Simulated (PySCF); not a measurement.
PySCF input file for Sn(Cl)(Br)(OH)2 (BrClH2O2Sn), SMILES [OH][Sn]([OH])([Cl])[Br], TDA-PBE0/def2-SVPD. Geometry optimised at PBE0-D3(BJ)/def2-SVP. The structure was generated by enumeration; whether it is a known compound was not checked. The def2 effective core potentials stand for the cores of Sn; spin–orbit coupling is left out. Other conformers were not sampled.

```python
import numpy as np
from pyscf import gto, scf, dft, tdscf

mol = gto.M(
    atom='''
    O    -1.02660438   -1.69601736    1.07435640
    Sn    0.20329637   -0.43003206    0.22930334
    O     1.57078440   -1.51984919   -0.66540468
    Cl    1.25356637    0.93221941    1.80515371
    Br   -1.07455864    0.99739970   -1.30844746
    H    -0.57004546   -2.52274345    1.28120379
    H     2.35071053   -1.00544106   -0.90993676
    ''',
    basis='def2-SVPD',
    ecp={'Sn': 'def2-svp'},
    charge=0,
    spin=0,
    max_memory=1600,
    verbose=4,
)
mf = dft.RKS(mol, xc='pbe0').density_fit(auxbasis='def2-universal-jkfit')
mf.grids.level = 3
mf.conv_tol = 1e-9
mf.max_cycle = 100
mf.kernel()
mf.grids = dft.Grids(mol).set(level=1).build(with_non0tab=True)  # coarser grid for the response kernel
td = tdscf.TDA(mf)
td.singlet = True
td.nstates = 10
td.conv_tol = 1e-4
td.positive_eig_threshold = 1e-6
td.kernel(x0=td.get_init_guess(mf, 15))
td.analyze()
tt = tdscf.TDA(mf)
tt.singlet = False
tt.nstates = 4
tt.conv_tol = 1e-4
tt.positive_eig_threshold = 1e-6
tt.kernel(x0=tt.get_init_guess(mf, 9))
tt.analyze(verbose=3)
```

It prints:

```
PySCF version 2.14.0

[INPUT] verbose = 4
[INPUT] num. atoms = 7
[INPUT] num. electrons = 92
[INPUT] charge = 0
[INPUT] spin (= nelec alpha-beta = 2S) = 0
[INPUT] symmetry False subgroup None
[INPUT] Mole.unit = angstrom
[INPUT] Symbol           X                Y                Z      unit          X                Y                Z       unit  Magmom
[INPUT]  1 O     -1.026604380000  -1.696017360000   1.074356400000 AA   -1.940001116479  -3.205008312908   2.030239356174 Bohr   0.0
[INPUT]  2 Sn     0.203296370000  -0.430032060000   0.229303340000 AA    0.384174461418  -0.812642818183   0.433320512048 Bohr   0.0
[INPUT]  3 O      1.570784400000  -1.519849190000  -0.665404680000 AA    2.968352316739  -2.872098719742  -1.257432607204 Bohr   0.0
[INPUT]  4 Cl     1.253566370000   0.932219410000   1.805153710000 AA    2.368897118265   1.761639372904   3.411246124643 Bohr   0.0
[INPUT]  5 Br    -1.074558640000   0.997399700000  -1.308447460000 AA   -2.030621534385   1.884812269723  -2.472607347783 Bohr   0.0
[INPUT]  6 H     -0.570045460000  -2.522743450000   1.281203790000 AA   -1.077229797952  -4.767294203040   2.421124272855 Bohr   0.0
[INPUT]  7 H      2.350710530000  -1.005441060000  -0.909936760000 AA    4.442199099831  -1.900008237792  -1.719531267074 Bohr   0.0

nuclear repulsion = 593.915178056512
number of shells = 64
number of NR pGTOs = 281
number of NR cGTOs = 162
basis = def2-SVPD
ecp = {'Sn': 'def2-svp'}


******** <class 'pyscf.df.df_jk.DFRKS'> ********
method = DFRKS
initial guess = minao
damping factor = 0
level_shift factor = 0
DIIS = <class 'pyscf.scf.diis.CDIIS'>
diis_start_cycle = 1
diis_space = 8
diis_damp = 0
SCF conv_tol = 1e-09
SCF conv_tol_grad = None
SCF max_cycles = 100
direct_scf = False
XC library pyscf.dft.libxc version 7.1.2
    S. Lehtola, C. Steigemann, M. J. T. Oliveira, and M. A. L. Marques,  SoftwareX 7, 1–5 (2018)
XC functionals = pbe0
    C. Adamo and V. Barone,  J. Chem. Phys. 110, 6158 (1999)
    M. Ernzerhof and G. E. Scuseria,  J. Chem. Phys. 110, 5029 (1999)
radial grids:
    Treutler-Ahlrichs [JCP 102, 346 (1995); DOI:10.1063/1.469408] (M4) radial grids

becke partition: Becke, JCP 88, 2547 (1988); DOI:10.1063/1.454033
pruning grids: <function nwchem_prune>
grids dens level: 3
symmetrized grids: False
atomic radii adjust function: <function treutler_atomic_radii_adjust>
small_rho_cutoff = 0
Set gradient conv threshold to 3.16228e-05
Initial guess from minao.
tot grids = 109048
******** <class 'pyscf.df.df.DF'> ********
auxbasis = def2-universal-jkfit
init E= -3375.03752560398
  HOMO = -0.666700470320545  LUMO = -0.642883682464021  gap/eV = 0.64809
cycle= 1 E= -3396.76077689091  delta_E= -21.7  |g|= 3.23  |ddm|= 11.6
  HOMO = 0.0179970332780173  LUMO = 0.0384186136224703  gap/eV = 0.55570
cycle= 2 E= -3374.28609233218  delta_E= 22.5  |g|= 9.38  |ddm|= 29.5
  HOMO = -0.413285579739281  LUMO = -0.129993359661242  gap/eV = 7.70877
cycle= 3 E= -3398.91393046928  delta_E= -24.6  |g|= 1.21  |ddm|= 28.2
  HOMO = -0.231097812307492  LUMO = -0.0894546222399129  gap/eV = 3.85431
cycle= 4 E= -3398.94767310453  delta_E= -0.0337  |g|= 1.26  |ddm|= 2.76
  HOMO = -0.31488195900321  LUMO = -0.0942634741962394  gap/eV = 6.00333
cycle= 5 E= -3399.26766073791  delta_E= -0.32  |g|= 0.169  |ddm|= 1.39
  HOMO = -0.335424118766163  LUMO = -0.110356823390582  gap/eV = 6.12439
cycle= 6 E= -3399.27265673653  delta_E= -0.005  |g|= 0.0649  |ddm|= 0.322
  HOMO = -0.334787091155118  LUMO = -0.109412646285165  gap/eV = 6.13275
cycle= 7 E= -3399.27333804875  delta_E= -0.000681  |g|= 0.025  |ddm|= 0.0833
  HOMO = -0.333972917382838  LUMO = -0.108939107680229  gap/eV = 6.12348
cycle= 8 E= -3399.27345354592  delta_E= -0.000115  |g|= 0.00841  |ddm|= 0.0319
  HOMO = -0.333701663654476  LUMO = -0.108580753180583  gap/eV = 6.12585
cycle= 9 E= -3399.27346662278  delta_E= -1.31e-05  |g|= 0.0017  |ddm|= 0.00898
  HOMO = -0.333894541673143  LUMO = -0.108494849250157  gap/eV = 6.13344
cycle= 10 E= -3399.27346742715  delta_E= -8.04e-07  |g|= 0.000537  |ddm|= 0.00347
  HOMO = -0.333873040022442  LUMO = -0.108469319208837  gap/eV = 6.13355
cycle= 11 E= -3399.2734674967  delta_E= -6.96e-08  |g|= 0.000124  |ddm|= 0.000948
  HOMO = -0.33387028187846  LUMO = -0.108479838866941  gap/eV = 6.13319
cycle= 12 E= -3399.27346750147  delta_E= -4.77e-09  |g|= 2.82e-05  |ddm|= 0.00025
  HOMO = -0.333869429692268  LUMO = -0.108478201135661  gap/eV = 6.13321
cycle= 13 E= -3399.27346750173  delta_E= -2.68e-10  |g|= 5.21e-06  |ddm|= 5.67e-05
  HOMO = -0.333869850245243  LUMO = -0.10847910804425  gap/eV = 6.13319
Extra cycle  E= -3399.27346750173  delta_E= -4.55e-13  |g|= 5.05e-06  |ddm|= 1.64e-05
converged SCF energy = -3399.27346750173
tot grids = 36984
Overwritten attributes  positive_eig_threshold  of <class 'pyscf.tdscf.rks.TDA'>


******** <class 'pyscf.tdscf.rks.TDA'> for <class 'pyscf.df.df_jk.DFRKS'> ********
nstates = 10 singlet
deg_eia_thresh = 1.000e-03
wfnsym = None
conv_tol = 0.0001
eigh lindep = 1e-12
eigh level_shift = 0
eigh max_cycle = 100


Excitation energies (eV)
[4.79506957 4.86571513 5.25975044 5.40713663 5.54600049 5.5898035
 6.75788741 6.84480226 7.32507017 7.6117543 ]

** Singlet excitation energies and oscillator strengths **
Excited State   1:      4.79507 eV    258.57 nm  f=0.0059
      46 -> 47        0.69662
Excited State   2:      4.86572 eV    254.81 nm  f=0.0083
      45 -> 47        0.69554
Excited State   3:      5.25975 eV    235.72 nm  f=0.0141
      41 -> 47        0.26417
      44 -> 47        0.63924
Excited State   4:      5.40714 eV    229.30 nm  f=0.0312
      41 -> 47       -0.21448
      42 -> 47       -0.12628
      43 -> 47        0.64243
Excited State   5:      5.54600 eV    223.56 nm  f=0.0277
      40 -> 47       -0.11580
      41 -> 47       -0.59992
      42 -> 47        0.11859
      43 -> 47       -0.18613
      44 -> 47        0.24955
Excited State   6:      5.58980 eV    221.80 nm  f=0.1215
      38 -> 47       -0.15991
      42 -> 47       -0.65439
      43 -> 47       -0.13889
Excited State   7:      6.75789 eV    183.47 nm  f=0.0798
      39 -> 47       -0.16604
      40 -> 47       -0.64426
Excited State   8:      6.84480 eV    181.14 nm  f=0.1128
      39 -> 47       -0.63962
      40 -> 47        0.15182
      43 -> 50        0.10067
Excited State   9:      7.32507 eV    169.26 nm  f=0.0784
      38 -> 47       -0.57000
      45 -> 48       -0.19751
      45 -> 49        0.20935
      46 -> 48        0.16945
Excited State  10:      7.61175 eV    162.89 nm  f=0.0018
      46 -> 48       -0.50882
      46 -> 49        0.46190

** Transition electric dipole moments (AU) **
state          X           Y           Z        Dip. S.      Osc.
  1         0.0861      0.1552      0.1370      0.0503      0.0059
  2         0.2462     -0.0376     -0.0854      0.0693      0.0083
  3         0.3012      0.1114     -0.0789      0.1094      0.0141
  4         0.1687      0.3403      0.3019      0.2354      0.0312
  5         0.3283     -0.2794     -0.1343      0.2038      0.0277
  6        -0.3448      0.2577     -0.8379      0.8874      0.1215
  7        -0.6855      0.0923      0.0594      0.4819      0.0798
  8        -0.0745     -0.8098     -0.1078      0.6729      0.1128
  9         0.3109     -0.0770      0.5781      0.4368      0.0784
 10         0.0313     -0.0868      0.0370      0.0099      0.0018

WARN: ECP detected. Skipping calculation of transition velocity and magnetic dipole moments, which have not yet been implemented.



******** <class 'pyscf.tdscf.rks.TDA'> for <class 'pyscf.df.df_jk.DFRKS'> ********
nstates = 4 triplet
deg_eia_thresh = 1.000e-03
wfnsym = None
conv_tol = 0.0001
eigh lindep = 1e-12
eigh level_shift = 0
eigh max_cycle = 100


Excitation energies (eV)
[4.37529372 4.43278605 4.80179791 4.80998622]

** Triplet excitation energies and oscillator strengths **
Excited State   1:      4.37529 eV    283.37 nm  f=0.0000
Excited State   2:      4.43279 eV    279.70 nm  f=0.0000
Excited State   3:      4.80180 eV    258.20 nm  f=0.0000
Excited State   4:      4.80999 eV    257.76 nm  f=0.0000
```

The calculation finished and met its thresholds.
